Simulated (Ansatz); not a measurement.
B5N4H16⁻, a cluster cut from zinc blende BN (hydrogen-capped). The state is a singlet with charge -1. Geometry r2SCAN-D4/def2-SVP, basis def2-TZVP, Ansatz.

Cartesian coordinates in Å:
```
N -0.552 1.120 0.683
N 0.556 -1.094 1.354
N -1.368 -0.557 -1.075
N 1.120 0.035 -0.878
B -1.800 0.690 -0.165
B -0.160 0.227 1.913
B 0.706 1.434 -0.240
B 1.669 -0.956 0.208
B 0.024 -0.498 -1.868
H -0.811 2.020 1.089
H -0.150 -1.775 1.068
H 1.013 -1.537 2.151
H -2.099 -0.673 -1.777
H -1.417 -1.418 -0.526
H 1.925 0.244 -1.471
H -2.741 0.323 0.553
H -2.139 1.593 -0.930
H -1.154 -0.131 2.559
H 0.661 0.805 2.626
H 1.633 1.872 0.446
H 0.386 2.224 -1.132
H 2.680 -0.500 0.742
H 1.870 -2.086 -0.258
H -0.131 0.283 -2.807
H 0.279 -1.644 -2.265
```

```json
{"run": "A", "HOMO (eV)": "-2.99", "LUMO (eV)": "3.75"}
{"run": "B", "HOMO (eV)": "-6.27", "LUMO (eV)": "6.38"}
{"run": "C", "HOMO (eV)": "-1.98", "LUMO (eV)": "3.44"}
{"run": "D", "HOMO (eV)": "-5.32", "LUMO (eV)": "5.13"}
```

Task: The runs used HF, PBE0, r2SCAN, ωB97M-V. Estimate which is which.

Result: A PBE0 (25 % exact exchange); B HF (100 % exact exchange); C r2SCAN (0 % exact exchange); D ωB97M-V (range-separated). Exact exchange lowers occupied and raises empty levels; among semilocal functionals meta-GGAs tend to open the gap a little, and such runs are hard to tell apart. The gap grows from 5.42 eV (r2SCAN) to 12.65 eV (HF).
